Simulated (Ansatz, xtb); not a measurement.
Gas-phase reaction R1 + R2 → P1 + P2, each structure at its B3LYP-D3(BJ)/def2-SVP stationary point, reached from a drawn start (curvature not checked).
R1: Cl5Nb (SMILES [Cl][Nb]([Cl])([Cl])([Cl])[Cl]), charge 0, multiplicity 1.
P1: Cl4H2NNb (SMILES [NH2][Nb]([Cl])([Cl])([Cl])[Cl]), charge 0, multiplicity 1.
P2: HCl (SMILES Cl), charge 0, multiplicity 1.
R2, NH3 (SMILES N) (charge 0, multiplicity 1):
```xyz
4

N      0.0000     0.0000     0.3063
H      0.0000     0.9375    -0.1021
H      0.8119    -0.4688    -0.1021
H     -0.8119    -0.4688    -0.1021
```

P less R. No zero-point or thermal terms; no spin–orbit coupling.

Correlated levels freeze the cores.

Run with Ansatz (an electronic-structure program) with Gaussian orbitals; xtb for the GFN methods. No computed number here is a measurement. Elements past Kr take the def2 small-core potentials, without spin–orbit coupling.

One of these levels gives 0.268 eV for the reaction energy. Which?
A) CCSD/def2-SVP
B) wB97M-V/def2-TZVPP
C) SVWN5/def2-TZVPP
D) GFN2-xTB

C, SVWN5/def2-TZVPP. The others give 0.822 (GFN2-xTB), 0.201 (wB97M-V/def2-TZVPP), 0.085 (CCSD/def2-SVP)
